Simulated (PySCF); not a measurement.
Species: CH₅B₂Cl.
Atom-mapped SMILES: `[BH2:1][CH2:2][BH:3][Cl:4]` (hydrogens: H5, H6 on B1; H7, H8 on C2; H9 on B3)

Geometry (PBE0-D3(BJ)/def2-SVP, Å), atoms numbered from 1 in this order:
```
atom  x, y, z in Å
B1    -1.2011    0.4959   -0.0734
C2    -0.1063   -0.5907   -0.2899
B3     1.2062   -0.0386    0.3339
Cl4    2.5550    0.4502   -0.6763
H5    -1.7352    1.0446   -1.0092
H6    -1.5192    0.8234    1.0472
H7     0.0022   -0.9322   -1.3268
H8    -0.3907   -1.4151    0.3962
H9     1.3490    0.1049    1.5222
```

Level of theory: PySCF, TDDFT PBE0/def2-SVPD, vertical, gas phase, core orbitals frozen in the response.

Transition dipole moments from the ground state, in atomic units and in the frame of the coordinates above (overall signs are arbitrary), for the states with f of 0.002 or more among the lowest 9:

```json
{"state": "S1", "E (eV)": "5.049", "μx": "0.294", "μy": "-0.038", "μz": "-0.035"}
{"state": "S3", "E (eV)": "6.047", "μx": "0.413", "μy": "-0.035", "μz": "-0.030"}
{"state": "S5", "E (eV)": "6.942", "μx": "0.283", "μy": "0.197", "μz": "-0.177"}
{"state": "S6", "E (eV)": "7.097", "μx": "-0.250", "μy": "-0.123", "μz": "0.216"}
{"state": "S7", "E (eV)": "7.387", "μx": "0.518", "μy": "-0.136", "μz": "-0.034"}
{"state": "S8", "E (eV)": "7.619", "μx": "0.560", "μy": "-0.083", "μz": "-0.102"}
{"state": "S9", "E (eV)": "7.733", "μx": "-0.292", "μy": "-0.139", "μz": "-0.013"}
```

Task: Work out the oscillator strengths.

Result: f = (2/3) ΔE |μ|² with ΔE in hartree (27.2114 eV).

| state | \|μ\|² (au) | \|μ\| (D) | f |
| --- | --- | --- | --- |
| S1 | 0.089 | 0.76 | 0.011 |
| S3 | 0.173 | 1.06 | 0.026 |
| S5 | 0.151 | 0.99 | 0.026 |
| S6 | 0.124 | 0.90 | 0.022 |
| S7 | 0.288 | 1.36 | 0.052 |
| S8 | 0.330 | 1.46 | 0.062 |
| S9 | 0.105 | 0.82 | 0.020 |

Task: What angle do the transition dipoles of S5 and S6 make?

Result: |cos θ| = |μa·μb| / (|μa| |μb|) = 0.97, so θ ≈ 13° (taken between 0 and 90°, since the signs are arbitrary).

Task: What peak molar absorption coefficient would the strongest computed level give as a lone Gaussian band 0.3 eV wide at half height?

Result: ε(max) = 2.175×10⁸ f / FWHM, with the width in cm⁻¹. S8: 2.175×10⁸ × 0.0617 / 2420 ≈ 5500 L mol⁻¹ cm⁻¹.

The vertical ionisation energy (ΔSCF) is 10.76 eV, 3.03 eV above S9.

One conformer stands for the species.
